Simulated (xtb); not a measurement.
CHF$_{2}$ (SMILES F[CH]F), doublet, from a rough starting geometry; GFN2-xTB in xtb 6.7.1.

Input for xtb:
```
$ xtb mol.xyz --gfn 2 --uhf 1 --opt vtight --json

# file mol.xyz
4

C     -0.27770755    -0.07038338     0.22100258
F     -0.25454995     1.09753095    -0.55541599
F     -0.24331903    -1.16180706    -0.56107493
H      0.72664787    -0.01790158     0.86768310
```

Task: Predict the main parts of the log of this xtb run.

Result: 
```
   ID    Z sym.   atoms
    1    6 C      1
    2    9 F      2, 3
    3    1 H      4

           -------------------------------------------------
          |                Calculation Setup                |
           -------------------------------------------------

           -------------------------------------------------
          |                 G F N 2 - x T B                 |
           -------------------------------------------------

          ...................................................
          :                      SETUP                      :
          :.................................................:
          :  # basis functions                  13          :
          :  # atomic orbitals                  13          :
          :  # shells                            7          :
          :  # electrons                        19          :
          :  max. iterations                   250          :
          :  Hamiltonian                  GFN2-xTB          :
          :  restarted?                      false          :
          :  GBSA solvation                  false          :
          :  PC potential                    false          :
          :  electronic temp.          300.0000000     K    :
          :  accuracy                    1.0000000          :
          :  -> integral cutoff          0.2500000E+02      :
          :  -> integral neglect         0.1000000E-07      :
          :  -> SCF convergence          0.1000000E-05 Eh   :
          :  -> wf. convergence          0.1000000E-03 e    :
          :  Broyden damping             0.4000000          :
          :  net charge                          0          :
          :  unpaired electrons                  1          :
          ...................................................

 iter      E             dE          RMSdq      gap      omega  full diag
   1    -12.0214507 -0.120215E+02  0.476E+00   10.44       0.0  T
   2    -12.0318297 -0.103790E-01  0.241E+00   10.51       1.0  T
   3    -12.0320365 -0.206806E-03  0.131E+00   10.49       1.0  T
   4    -12.0332126 -0.117615E-02  0.164E-01   10.50       1.0  T
   5    -12.0332200 -0.733189E-05  0.685E-02   10.49       1.0  T
   6    -12.0332264 -0.641638E-05  0.184E-02   10.49       2.7  T
   7    -12.0332264 -0.158310E-07  0.900E-03   10.49       5.6  T
   8    -12.0332267 -0.270339E-06  0.924E-04   10.49      54.1  T
   9    -12.0332267 -0.416668E-09  0.190E-04   10.49     262.6  T

   *** convergence criteria satisfied after 9 iterations ***

         :::::::::::::::::::::::::::::::::::::::::::::::::::::
         ::                     SUMMARY                     ::
         :::::::::::::::::::::::::::::::::::::::::::::::::::::
         :: total energy             -12.009337563047 Eh    ::
         :: gradient norm              0.094955658942 Eh/a0 ::
         :: HOMO-LUMO gap             10.492066373154 eV    ::
         ::.................................................::
         :: SCC energy               -12.033226659092 Eh    ::
         :: -> isotropic ES            0.016197030360 Eh    ::
         :: -> anisotropic ES          0.000431799826 Eh    ::
         :: -> anisotropic XC         -0.004574546042 Eh    ::
         :: -> dispersion             -0.000741723366 Eh    ::
         :: repulsion energy           0.023889096045 Eh    ::
         :: add. restraining           0.000000000000 Eh    ::
         :: total charge              -0.000000000000 e     ::
         :::::::::::::::::::::::::::::::::::::::::::::::::::::

      -----------------------------------------------------------
     |                   =====================                   |
     |                        A N C O P T                        |
     |                   =====================                   |
     |               Approximate Normal Coordinate               |
     |                Rational Function Optimizer                |
      -----------------------------------------------------------
      -----------------------------------------------------------
     |                   =====================                   |
     |                        A N C O P T                        |
     |                   =====================                   |
     |               Approximate Normal Coordinate               |
     |                Rational Function Optimizer                |
      -----------------------------------------------------------

          ...................................................
          :                      SETUP                      :
          :.................................................:
          :   optimization level         verytight          :
          :   max. optcycles                   200          :
          :   ANC micro-cycles                  20          :
          :   degrees of freedom                 6          :
          :.................................................:
          :   RF solver                   davidson          :
          :   write xtbopt.log                true          :
          :   linear?                        false          :
          :   energy convergence         0.1000000E-06 Eh   :
          :   grad. convergence          0.2000000E-03 Eh/α :
          :   maxmium RF displ.          1.0000000          :
          :   Hlow (freq-cutoff)         0.1000000E-01      :
          :   Hmax (freq-cutoff)         5.0000000          :
          :   S6 in model hess.         20.0000000          :
          ...................................................

generating ANC from exact Hessian ...
Using Lindh-Hessian (1995)
 Shifting diagonal of input Hessian by    0.0000000000000000
 Lowest  eigenvalues of input Hessian
    0.000000    0.000000    0.000000    0.000000    0.000000    0.000000
    0.075622    0.100313    0.180709    0.575564    1.122830    1.511984
 Highest eigenvalues
[...]
 * total energy  :   -12.0093376 Eh     change       -0.1372413E-09 Eh
 * total energy  :   -12.0200818 Eh     change       -0.1074424E-01 Eh
 * total energy  :   -12.0214032 Eh     change       -0.1321432E-02 Eh
 * total energy  :   -12.0225333 Eh     change       -0.1130069E-02 Eh
 * total energy  :   -12.0225701 Eh     change       -0.3681522E-04 Eh
 * total energy  :   -12.0225731 Eh     change       -0.3003537E-05 Eh
 * total energy  :   -12.0225739 Eh     change       -0.7283801E-06 Eh
 * total energy  :   -12.0225739 Eh     change       -0.2197229E-08 Eh
   *** GEOMETRY OPTIMIZATION CONVERGED AFTER 8 ITERATIONS ***
[...]
          :  # basis functions                  13          :
          :  # atomic orbitals                  13          :
          :  # shells                            7          :
          :  # electrons                        19          :
          :  max. iterations                   250          :
          :  Hamiltonian                  GFN2-xTB          :
          :  restarted?                      false          :
          :  GBSA solvation                  false          :
          :  PC potential                    false          :
          :  electronic temp.          300.0000000     K    :
          :  accuracy                    1.0000000          :
          :  -> integral cutoff          0.2500000E+02      :
          :  -> integral neglect         0.1000000E-07      :
          :  -> SCF convergence          0.1000000E-05 Eh   :
          :  -> wf. convergence          0.1000000E-03 e    :
          :  Broyden damping             0.4000000          :
          :  net charge                          0          :
          :  unpaired electrons                  1          :
          ...................................................

 iter      E             dE          RMSdq      gap      omega  full diag
   1    -12.0646099 -0.120646E+02  0.118E-05   12.18       0.0  T
   2    -12.0646099 -0.621725E-13  0.646E-06   12.18    7735.1  T
   3    -12.0646099 -0.106581E-13  0.292E-06   12.18   17138.2  T

   *** convergence criteria satisfied after 3 iterations ***

         :::::::::::::::::::::::::::::::::::::::::::::::::::::
         ::                     SUMMARY                     ::
         :::::::::::::::::::::::::::::::::::::::::::::::::::::
         :: total energy             -12.022573855980 Eh    ::
         :: gradient norm              0.000012788074 Eh/a0 ::
         :: HOMO-LUMO gap             12.175703540804 eV    ::
         ::.................................................::
         :: SCC energy               -12.064609899931 Eh    ::
         :: -> isotropic ES            0.014841287820 Eh    ::
         :: -> anisotropic ES          0.001034056015 Eh    ::
         :: -> anisotropic XC         -0.006624631754 Eh    ::
         :: -> dispersion             -0.000746967495 Eh    ::
         :: repulsion energy           0.042036043952 Eh    ::
         :: add. restraining           0.000000000000 Eh    ::
         :: total charge               0.000000000000 e     ::
         :::::::::::::::::::::::::::::::::::::::::::::::::::::

           -------------------------------------------------
          |                Property Printout                |
           -------------------------------------------------

    * Orbital Energies and Occupations

         #    Occupation            Energy/Eh            Energy/eV
      -------------------------------------------------------------
         1        2.0000           -0.8708833             -23.6979
         2        2.0000           -0.8635980             -23.4997
         3        2.0000           -0.6524946             -17.7553
         4        2.0000           -0.6058690             -16.4865
         5        2.0000           -0.6035641             -16.4238
         6        2.0000           -0.5858668             -15.9422
         7        2.0000           -0.5436437             -14.7933
         8        2.0000           -0.5358391             -14.5809
         9        2.0000           -0.5177321             -14.0882
        10        1.0000           -0.3726392             -10.1400 (HOMO)
        11                          0.0748097               2.0357 (LUMO)
        12                          0.1202323               3.2717
        13                          0.1989683               5.4142
      -------------------------------------------------------------
                  HL-Gap            0.4474489 Eh           12.1757 eV
             Fermi-level           -0.2970502 Eh           -8.0831 eV

     #   Z          covCN         q      C6AA      α(0)
     1   6 C        2.494     0.217    23.597     7.934
     2   9 F        0.785    -0.149    10.724     3.868
     3   9 F        0.785    -0.149    10.724     3.868
     4   1 H        0.926     0.082     1.960     2.189

 Mol. C6AA /au·bohr⁶  :        160.816321
 Mol. C8AA /au·bohr⁸  :       3308.733655
 Mol. α(0) /au        :         17.859558

Wiberg/Mayer (AO) data.
largest (>0.10) Wiberg bond orders for each atom

 ---------------------------------------------------------------------------
     #   Z sym  total        # sym  WBO       # sym  WBO       # sym  WBO
 ---------------------------------------------------------------------------
     1   6 C    3.182 --     2 F    1.114     3 F    1.114     4 H    0.955
     2   9 F    1.206 --     1 C    1.114
     3   9 F    1.206 --     1 C    1.114
     4   1 H    0.993 --     1 C    0.955
 ---------------------------------------------------------------------------

Topologies differ in total number of bonds
Writing topology from bond orders to xtbtopo.mol

molecular dipole:
                 x           y           z       tot (Debye)
 q only:        0.203       0.001       0.523
   full:        0.348       0.002       0.553       1.661
molecular quadrupole (traceless):
                xx          xy          yy          xz          yz          zz
 q only:        0.735      -0.003      -1.278      -0.022      -0.061       0.543
  q+dip:        2.030       0.007      -2.784       0.322      -0.065       0.754
   full:        1.786       0.001      -2.418       0.075      -0.066       0.632

optimized geometry written to: xtbopt.xyz

           -------------------------------------------------
          | TOTAL ENERGY              -12.022573855980 Eh   |
          | GRADIENT NORM               0.000012788074 Eh/α |
          | HOMO-LUMO GAP              12.175703540804 eV   |
           -------------------------------------------------

normal termination of xtb
```
